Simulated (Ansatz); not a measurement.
Cost and result for the atomization energy of `C[B-](Cl)(Cl)[OH+][SiH3]` (13 atoms, 12 bonds).

```json
{"atom": "C1", "x (Å)": "-0.440", "y (Å)": "-0.578", "z (Å)": "-1.926"}
{"atom": "B2", "x (Å)": "-0.024", "y (Å)": "0.435", "z (Å)": "-0.793"}
{"atom": "Cl3", "x (Å)": "1.793", "y (Å)": "0.720", "z (Å)": "-0.628"}
{"atom": "Cl4", "x (Å)": "-0.984", "y (Å)": "2.005", "z (Å)": "-0.771"}
{"atom": "O5", "x (Å)": "-0.359", "y (Å)": "-0.238", "z (Å)": "0.643"}
{"atom": "Si6", "x (Å)": "0.606", "y (Å)": "0.062", "z (Å)": "2.047"}
{"atom": "H7", "x (Å)": "-0.218", "y (Å)": "-0.151", "z (Å)": "-2.906"}
{"atom": "H8", "x (Å)": "-1.513", "y (Å)": "-0.793", "z (Å)": "-1.908"}
{"atom": "H9", "x (Å)": "0.104", "y (Å)": "-1.522", "z (Å)": "-1.842"}
{"atom": "H10", "x (Å)": "-1.313", "y (Å)": "-0.237", "z (Å)": "0.790"}
{"atom": "H11", "x (Å)": "0.913", "y (Å)": "1.495", "z (Å)": "2.183"}
{"atom": "H12", "x (Å)": "-0.341", "y (Å)": "-0.370", "z (Å)": "3.106"}
{"atom": "H13", "x (Å)": "1.776", "y (Å)": "-0.828", "z (Å)": "2.006"}
```

Charge 0, multiplicity 1. Geometry: relaxed with PBE0-D4/def2-TZVP. It is one conformer, not always the lowest. Program: Ansatz. All runs use 4 threads of an Arm Neoverse V1 on a shared host. Times are those of one run each, without the atoms' runs, and a repeat can differ threefold. Electronic energies, without spin–orbit coupling; frozen cores. CCSD(T)/CBS adds CCSD(T) − MP2 in def2-TZVPP to the MP2 limit, and its time is that of the two runs behind it. T1 = 0.010. HSE06 is the plane-wave form, built on full-range PBE exchange.

CCSD(T)/CBS is a level of theory with its own doubt, some kJ/mol a heavy atom from the limit and from the frozen cores, so smaller differences don't rank the functionals.

```tsv
level	functions	wall time	atomization (kJ/mol)	difference from CCSD(T)/CBS	per bond
revPBE-D4/def2-TZVPP	317	3.9 s	4508.5	-60.5	-5.0
PBE-D4/def2-TZVPP (with forces)	317	4.7 s	4606.6	37.6	3.1
PBE0-D4/def2-TZVPP	317	7 s	4557.3	-11.7	-1.0
HSE06-D4/def2-TZVPP	317	7.5 s	4559.4	-9.6	-0.8
BHLYP-D4/def2-TZVPP	317	7.5 s	4453.3	-115.7	-9.6
B2PLYP/def2-TZVPP	317	11 s	4499.4	-69.6	-5.8
CCSD(T)/def2-SVP	131	15 s	4322.3	-246.7	-20.6
ωB97X-V/def2-TZVPP	317	16 s	4578.1	9.1	0.8
B97M-V/def2-TZVPP	317	17 s	4589.5	20.5	1.7
ωB97M-V/def2-TZVPP (with forces)	317	24 s	4591.5	22.5	1.9
MP2/def2-QZVPP	591	50 s	4604.9	35.9	3.0
CCSD(T)/def2-TZVPP	317	22 min	4454.1	-114.9	-9.6
CCSD(T)/CBS(def2)	–	23 min	4569.0	0.0	0.0
```

From PBE to PBE0 (25 % exact exchange), in def2-TZVPP and without D4, the atomization energy moves by −43.8 kJ/mol: exact exchange takes away binding that semilocal exchange gives to molecules. In def2-TZVPP, CCSD(T) changes the Hartree–Fock value by +1028.2 kJ/mol (the triples alone add +63.2 kJ/mol) and MP2 by +1111.6 kJ/mol; breaking electron pairs costs correlation energy, which Hartree–Fock lacks. Leaving LDA and LC-ωPBE aside and taking each functional with its dispersion term where it has one, the values spread over 153.3 kJ/mol, from BHLYP-D4 to PBE-D4. LDA lies +610.7 kJ/mol from PBE without D4, its usual overbinding.
